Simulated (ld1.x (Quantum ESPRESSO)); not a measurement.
Values are calculated unless marked as measured or tabulated.
Pseudopotentials across the periodic table

Generated with ld1.x 7.5 (TM, RRKJ, ultrasoft, PAW), atompaw 4.2 or ONCVPSP 4.0.1. The cutoff is in Ry: for ld1.x and atompaw files where the sum of valence levels is converged to 10 mRy in a Bessel basis, for ONCV files where the hardest occupied wave has 1 mHa per electron of residual kinetic energy. The error is the largest all-electron minus pseudo excitation energy over each file’s own four to seven test configurations (ionisations up to +4, promotions, holes and added fractions of an electron), all of which were solved. The labels leave out finer settings (local radius, basis sizes, second energies), which also bear on the numbers. Spin-polarised tests are not counted. The rows are a selection from randomly drawn settings: files with unsolved tests, undetermined cutoffs or missed reference levels are left out.

```tsv
element	potential	cutoff (Ry)	largest error (meV)	bound ghosts
N	TM, PBEsol, non-relativistic, rc 1.00/1.40/1.30 (spd), local d, core correction no, reference 2s2 2p3	60	+509	none
Ge	TM, PBE, scalar-relativistic, rc 1.75/2.35/2.25 (spd), local smoothed, core correction no, reference 4s2 4p2	18	+77	none
Rb	TM, PW91, scalar-relativistic, rc 2.95/2.10/4.20 (spd), local s, core correction yes, reference 4p6 4d0 5s0.75 5p0	21	-115	none
Mo	TM, PBEsol, scalar-relativistic, rc 3.10/2.75/1.80 (spd), local s, core correction yes, reference 4d5 5s1 5p0	40	-674	none
Te	RRKJ, PBE, fully relativistic, rc 1.40/1.75/0.80 (spd), local s, core correction yes, reference 4d10 5s2 5p3.5	260	-365	none
Hf	RRKJ, BLYP, scalar-relativistic, rc 1.70/1.80/2.65 (spd), local s, core correction no, reference 5s2 5p6 5d2 6s0 6p0	50	+2189	none
```

Question: Fill in the row for Sn: TM, BLYP, scalar-relativistic, rc 2.15/2.70/1.25 (spd), local s, core correction yes, reference 4d10 5s2 5p2.

Answer: cutoff 100 Ry, largest error -89 meV, bound ghosts: none.
